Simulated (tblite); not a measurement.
Compound: C5H8OSi.
Atom-mapped SMILES: `[CH2:1]=[CH:2][O:3][SiH2:4][C:5]#[C:6][CH3:7]` (hydrogens: H8, H9 on C1; H10 on C2; H11, H12 on Si4; H13, H14, H15 on C7)

Cartesian coordinates in Å at the GFN2-xTB level; atoms count from 1:
```
atom  x, y, z in Å
C1    -2.108    0.896    0.636
C2    -2.521    0.417   -0.523
O3    -1.936   -0.556   -1.235
Si4   -0.687   -1.567   -0.936
C5     0.884   -0.667   -0.560
C6     1.894   -0.059   -0.310
C7     3.109    0.665   -0.011
H8    -1.220    0.519    1.112
H9    -2.646    1.683    1.130
H10   -3.411    0.795   -1.016
H11   -0.636   -2.246   -2.225
H12   -0.993   -2.428    0.212
H13    3.902   -0.031    0.262
H14    3.425    1.238   -0.882
H15    2.940    1.350    0.820
```

All values are computed: GFN2-xTB (tblite) harmonic vibrations without scaling, gas phase. The method is semi-empirical: single wavenumbers can be off by several per cent or more. Modes of hydrogen on silicon can be 10 to 20 % off. One conformer, not necessarily the lowest. The optimisation stopped once no atom felt more than 0.01 eV/Å.

Lowest wavenumbers of the output (negative numbers stand for imaginary wavenumbers):
```
mode    cm-1
  1     -30.9
  2      41.8
  3      64.6
  4     141.6
  5     150.6
  6     167.2
  7     259.5
  8     314.8
```

**Question.** Is this structure a minimum?

**Answer.** Not by this Hessian. 1 mode is imaginary beyond 20i (31i cm⁻¹), so at this level the point lies at or near a first-order saddle. The curvature is small, so loose convergence or finite differences may be the whole cause.

**Question.** Which atoms move in the imaginary mode?

**Answer.** 31i: H13 (methyl hydrogen) 33 %, H15 (methyl hydrogen) 33 %, H14 (methyl hydrogen) 32 %. These are shares of the mass-weighted motion.

**Question.** What is the remedy?

**Answer.** Step along that mode in both directions, optimise again with tighter thresholds and repeat the frequencies. The zero-point energy of this point (68.0 kcal/mol) counts the 38 real modes alone, and thermal corrections from it aren't those of a minimum.
